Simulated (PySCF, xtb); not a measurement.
CH5ClFNSi, SMILES N[Si@](F)(Cl)C.

GFN2-xTB (xtb) at its own geometry gives an orbital gap of 6.83 eV and a dipole moment of 3.52 D.

Coordinates come from a r2SCAN-D4/def2-SVP optimisation. The structure was generated by enumeration; whether it is a known compound was not checked. One conformer was computed; it need not be the lowest.

Q: What does PBE0/def2-TZVP (PySCF) give? (Estimate from the structure and the level; the computed values follow.)

A: gap 8.77 eV (levels -8.14 and 0.63 eV), dipole 2.67 D.
